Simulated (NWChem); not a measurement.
C6H9O, doublet; SMILES C1CC(CC[CH]1)=O

```xyz
16

O      0.0000     0.0000     2.3397
C      0.0000     0.0000     1.1329
C      0.3116     1.2468     0.3271
C     -0.3167     1.2499    -1.0669
C      0.0000     0.0000    -1.8158
C      0.3167    -1.2499    -1.0669
C     -0.3116    -1.2468     0.3271
H      0.0300     2.1223     0.9301
H      1.4132     1.2754     0.2315
H      0.0150     2.1378    -1.6308
H     -1.4164     1.3761    -0.9646
H      0.0000     0.0000    -2.9088
H     -0.0150    -2.1378    -1.6308
H      1.4164    -1.3761    -0.9646
H     -0.0300    -2.1223     0.9301
H     -1.4132    -1.2754     0.2315
```
Atoms are numbered in this order, from 1.

Program: NWChem. Pople sets run with spherical d functions. Spin-unrestricted. In the optimisation the excess spin sits in b (C2, its own frame). The geometry was optimised at PBE0/def2-SVP, spin-unrestricted. Not confirmed as a minimum by frequencies. No stability test was run on the SCF state. Level: M06-2X/6-31G* with COSMO at NWChem's default radii, gas-phase geometry; rows give the dielectric constant. Reactions with the solvent are ignored.

```
dielectric constant  electrostatic solvation energy (kcal/mol)  dipole in solution (D)
-------------------  -----------------------------------------  ----------------------
2.0                                                       -2.6                    3.31
2.4                                                       -3.0                    3.38
4.8                                                       -4.3                    3.58
25.0                                                      -5.4                    3.76
46.7                                                      -5.5                    3.78
```
